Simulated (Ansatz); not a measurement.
Job for Ansatz (an electronic-structure program): U-CCSD(T)/cc-pVTZ on CH6Ge (SMILES [CH3][GeH3]), a point of a bond scan (R = 1.634 Å). The run froze 15 orbitals, filled d shells among them.

Ansatz 0.2 input:
```yaml
crystal:
  periodic: [false, false, false]
  atoms:
    - {symbol: Ge, position_ang: [-0.38835125, 0.04640901, -0.00852656]}
    - {symbol: C, position_ang: [1.56306430, -0.18679033, 0.03431833]}
    - {symbol: H, position_ang: [-1.01360672, -0.86595548, -1.08094616]}
    - {symbol: H, position_ang: [-0.74620326, 1.50809990, -0.33843382]}
    - {symbol: H, position_ang: [-1.00099970, -0.31222034, 1.35876419]}
    - {symbol: H, position_ang: [1.93846219, -1.73837938, 0.38453888]}
    - {symbol: H, position_ang: [2.00262959, 0.45945623, 0.79343740]}
    - {symbol: H, position_ang: [1.99370484, 0.06745653, -0.93368027]}
basis:
  gaussian:
    orbitals: cc-pVTZ
correlation: {method: ccsd_t, electrons: outside_noble_gas}
scf: {omitted_lower_state_checks: [cluster_reference]}
magnetization: {spin_polarized: true, initial_magnetization: 0}
```

Task: What total energy does the run end on?

Result: -2117.0651 hartree (reference determinant -2116.6919, T1 diagnostic 0.013).

Task: How many basis functions does it have, and what does it roughly cost on one machine?

Result: 157 functions; roughly 50 core-seconds.
